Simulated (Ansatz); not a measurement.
Geometry optimisation, RKS CAM-B3LYP/STO-3G in Ansatz.

input.yaml

```yaml
crystal:
  periodic: [false, false, false]
  atoms:
    - { symbol: Si, position_ang: [-2.226, 0.3373, 0.4093] }
    - { symbol: Si, position_ang: [-0.2335, 0.7806, -0.4031] }
    - { symbol: "N", position_ang: [0.5237, -0.781, -0.8293] }
    - { symbol: C, position_ang: [1.3695, -1.3323, 0.3271] }
    - { symbol: Al, position_ang: [2.4647, -0.4449, -0.9012] }
    - { symbol: H, position_ang: [-2.1666, -0.4286, 1.6074] }
    - { symbol: H, position_ang: [-2.9037, 1.6587, 0.7298] }
    - { symbol: H, position_ang: [-3.0245, -0.3156, -0.6235] }
    - { symbol: H, position_ang: [-0.3359, 1.6249, -1.5726] }
    - { symbol: H, position_ang: [0.5385, 1.5229, 0.6399] }
    - { symbol: H, position_ang: [1.3188, -2.4507, 0.3138] }
    - { symbol: H, position_ang: [1.1024, -0.8647, 1.3331] }
    - { symbol: H, position_ang: [3.593, 0.6588, -1.016] }
basis:
  gaussian: { orbitals: STO-3G }
hamiltonian:
  xc: cam_b3lyp
relax:
  f_tol: 0.015
  max_steps: 40
```

Command:

```bash
$ ansatz run input.yaml --threads 1 --pin off --max-ram 2048MiB --backend cpu --events-out ev --progress --plain --runs-dir out
```

Problem. Where does it end, and by what steps?

Solution. The run converged. Limits of this set-up: minimal basis. After 21 steps the energy has fallen by 1.668 eV; H13 moved furthest, 1.85 Å.

```tsv
step	energy less start (eV)	largest force component (eV/Å)	accepted
0	0.0000	3.421	yes
1	-1.0257	1.620	yes
2	-1.1778	0.667	yes
3	-1.2520	0.714	yes
4	-1.3242	0.710	yes
5	-1.4136	0.754	yes
6	-1.5331	0.375	yes
7	-1.5791	1.078	yes
8	-1.6381	0.279	yes
9	-1.6494	0.220	yes
10	-1.6521	0.161	yes
11	-1.6598	0.103	yes
12	-1.6619	0.059	yes
13	-1.6635	0.147	yes
14	-1.6648	0.083	yes
15	-1.6666	0.033	yes
16	-1.6670	0.021	yes
17	-1.6674	0.033	yes
18	-1.6675	0.021	yes
19	-1.6676	0.021	yes
20	-1.6676	0.024	yes
21	-1.6677	0.010	yes
```

```xyz
13
Properties=species:S:1:pos:R:3
Si -2.243 0.160 0.176
Si -0.241 1.177 -0.052
N 1.072 0.075 -0.365
C 1.499 -1.093 0.543
Al 2.406 -0.725 -1.022
H -2.303 -0.669 1.351
H -3.299 1.133 0.286
H -2.550 -0.674 -0.956
H -0.293 2.112 -1.149
H 0.016 1.948 1.144
H 0.742 -1.888 0.654
H 1.838 -0.794 1.548
H 3.376 -0.796 -2.143
```

Run time: 89 s on 1 thread of Arm Neoverse V1, with other jobs on the host, peak memory 0.15 GiB.
